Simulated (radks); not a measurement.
Question: The xenon ion Xe3+, [Kr] 4d10 5s2 5p3. Calculated with a radial shooting solver on a logarithmic mesh with Libxc functionals: non-relativistic Kohn-Sham, exchange-only LDA, spin-polarised, spherical densities, point nucleus. Every spin shell is full or empty, so the densities are truly spherical. Functionals are evaluated on that one density, not self-consistently. Rank these orbital-free kinetic functionals by their error against the exact value of the orbitals, and give that value: Thomas-Fermi, von Weizsacker, TF + vW, TF + vW/5, LC94, APBEK, Perdew 92, Thakkar, Pearson, PG1, DePristo-Kress, Ernzerhof.

Answer: Exact: 7221.45 hartree. From best to worst, with 100 (|E| - |E exact|)/|E exact| (equal figures are ties): LC94 +0.05, APBEK +0.10, DePristo-Kress -0.12, Ernzerhof -0.43, Thakkar -0.62, Perdew 92 -0.68, Pearson -0.92, TF + vW/5 +2.91, Thomas-Fermi -5.19, PG1 +14.59, TF + vW +35.32, von Weizsacker -59.49.
